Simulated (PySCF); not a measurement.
GeH₄, SMILES [GeH4]. Heavy atoms are numbered as in [GeH4:1]. Hydrogens are named by the atom that carries them.

Geometry optimised at ωB97X-D3(BJ)/def2-TZVPD. The isomer is the one that the SMILES or the coordinates give; other isomers of the formula were not compared.

These are B3LYP/pcSseg-2 run with PySCF values and carry that method's errors.

GIAO shieldings, no solvent; atoms alike by connectivity are averaged. δ = σ(ref) − σ: ⁷³Ge against GeH4 (σ = 1629.1 ppm); ¹H against TMS (σ = 31.68 ppm), references at their B3LYP-D3(BJ)/def2-TZVP geometries, non-relativistic.

Computed chemical shifts:
| nucleus | atoms | count | δ (ppm) |
|---|---|---|---|
| ⁷³Ge | Ge1 (GeH4) | 1 | -1.6 |
| ¹H | H on Ge1 | 4 | 3.78 |
